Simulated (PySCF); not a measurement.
## Spin states of LiAs

Unrestricted PBE0; PySCF, no relativity, basis sets Li pcseg-2, As pcseg-2. Outer shells of the fragments: Li 2s1; As 3d10 4s2 4p3.

Followed along the bond (rough minima from three points):

| 2Ms+1 | unpaired | ⟨S²⟩ at the start | R at minimum (Å) | Te (eV) |
| --- | --- | --- | --- | --- |
| 3 | π ↑↑ | 2.01 | 2.42 | 0.00 |
| 1 | π ↑↓ | 1.01 | 2.41 | 0.31 |
| 3 | σ ↑, π ↑ | 2.00 | 2.29 | 0.69 |
| 1 | σ ↓, π ↑ | 1.01 | 2.31 | 1.02 |
| 1 | none | 0.00 | 2.40 | 1.28 |

Solutions found at the starting distance of 2.460 Å, counted from the lowest of them; the search is not exhaustive and high or unbound solutions are not listed, so other states can lie among these:

| 2Ms+1 | unpaired | term | E (eV) | ⟨S²⟩ | ⟨Lz²⟩ | μ (D) |
| --- | --- | --- | --- | --- | --- | --- |
| 3 | π ↑↑ | ³Σ⁻ | 0.00 | 2.01 | 0.00 | -6.75 |
| 1 | π ↑↓ | mixed | 0.31 | 1.01 | 2.02 | -6.75 |
| 3 | σ ↑, π ↑ | ³Π | 0.75 | 2.00 | 1.02 | -6.91 |
| 1 | σ ↓, π ↑ | mixed | 1.07 | 1.01 | 1.01 | -6.92 |
| 1 | none | mixed | 1.29 | 0.00 | 2.01 | -6.59 |
| 5 | σ ↑↑, π ↑↑ | ⁵Σ⁻ | 2.17 | 6.00 | 0.00 | 4.44 |

A term symbol is given only where ⟨S²⟩ and ⟨Lz²⟩ are close to those of a pure state; real π, δ and φ orbitals otherwise mix terms. A positive dipole means Li(−)As(+).

Spin–orbit coupling is left out. Counting both spins, an empty level lies below a filled one in some of these solutions, because spin and occupation are held.
